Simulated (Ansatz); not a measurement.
Born–Oppenheimer molecular dynamics of C₂H₁₀N₂OSi (16 atoms, charge 0, multiplicity 1). It starts from a relaxed structure.

Level of theory: Ansatz 0.2.0, RKS r2SCAN/STO-3G.

```json
{
  "ensemble": "NVT, Langevin thermostat",
  "time step": "1 fs",
  "steps asked": "166",
  "set temperature": "100 K",
  "friction": "0.005 /fs",
  "seed": "69812"
}
```

First frame:

```xyz
16
Properties=species:S:1:pos:R:3
C -0.598 -2.022 -0.860
N 0.751 -1.336 -0.758
C 0.616 -0.164 0.219
O 1.949 0.420 0.377
N -0.334 0.894 -0.241
Si -0.741 2.090 1.025
H -0.797 -2.543 0.091
H -0.553 -2.766 -1.671
H -1.427 -1.313 -1.055
H 0.865 -0.855 -1.701
H 0.209 -0.600 1.170
H 2.516 -0.434 0.388
H 0.167 1.383 -1.030
H 0.392 2.836 1.544
H -1.363 1.363 2.108
H -1.675 3.026 0.439
```

Problem. How far do the bonds stretch over the last three quarters of this one trajectory? (Pairs bonded in most of those frames.)

Solution. 
```csv
bond,mean (Å),spread (Å),shortest,longest
C1–N2,1.518,0.009,1.50,1.54
C1–H7,1.103,0.011,1.08,1.12
C1–H8,1.102,0.012,1.08,1.12
C1–H9,1.108,0.007,1.09,1.12
N2–C3,1.533,0.005,1.52,1.54
N2–H10,1.065,0.004,1.06,1.07
C3–O4,1.464,0.011,1.44,1.49
C3–N5,1.498,0.013,1.47,1.52
C3–H11,1.125,0.019,1.09,1.15
O4–H12,1.026,0.008,1.01,1.04
N5–Si6,1.790,0.013,1.77,1.82
N5–H13,1.055,0.009,1.03,1.08
Si6–H14,1.453,0.011,1.43,1.47
Si6–H15,1.447,0.017,1.41,1.48
Si6–H16,1.446,0.007,1.43,1.46
```

Mean temperature of the second half: 71 K. The mean temperature of the second half is 29 % below the set value. A run of 0.17 ps of so small a system gives no equilibrium averages. Limits of this set-up: minimal basis.

Run time: 9.7 min on 1 thread of Arm Neoverse V2 (shared host), peak memory 0.1 GiB.
